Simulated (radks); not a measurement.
Results of a calculation; reference values are marked as such.
Excited configurations of Fe3+: one electron is placed in a higher orbital outside [Ar] 3d4. The ground configuration is [Ar] 3d5. Level of theory: scalar-relativistic Kohn-Sham, PBEsol, spin-polarised, spherical densities, point nucleus; open shells are filled with parallel spins first (a radial shooting solver on a logarithmic mesh with Libxc functionals). Excitation = E - E(ground); binding = E(ion) - E, where the ion is the core of charge +4; n* = 4/sqrt(2 binding) in atomic units, and the quantum defect is n - n*.

| outer orbital | excitation (eV) | binding (eV) | n* | quantum defect | eigenvalue (eV) | <r> (bohr) |
|---|---|---|---|---|---|---|
| 4s | 15.434 | 39.596 | 2.345 | 1.655 | -35.005 | 2.154 |
| 4p | 23.197 | 31.834 | 2.615 | 1.385 | -27.855 | 2.435 |
| 4d | 33.828 | 21.203 | 3.204 | 0.796 | -18.322 | 3.195 |
| 4f | 40.924 | 14.106 | 3.928 | 0.072 | -12.004 | 4.262 |
| 5s | 35.470 | 19.561 | 3.336 | 1.664 | -17.529 | 4.296 |
| 5p | 38.234 | 16.797 | 3.600 | 1.400 | -14.958 | 4.777 |
| 5d | 42.418 | 12.613 | 4.154 | 0.846 | -11.112 | 5.914 |
| 5f | 45.681 | 9.349 | 4.825 | 0.175 | -8.138 | 7.355 |
| 6d | 46.689 | 8.341 | 5.109 | 0.891 | -7.450 | 9.325 |
| 6f | 48.437 | 6.593 | 5.746 | 0.254 | -5.843 | 11.17 |

The Delta-SCF ionisation energy is 55.031 eV (NIST Atomic Spectra Database: 54.91 eV, measured). Self-interaction in the functional shifts the binding energies and quantum defects, so they are the method's values and not measured ones. Open shells are spherical and high-spin; term and fine-structure splittings are not resolved.
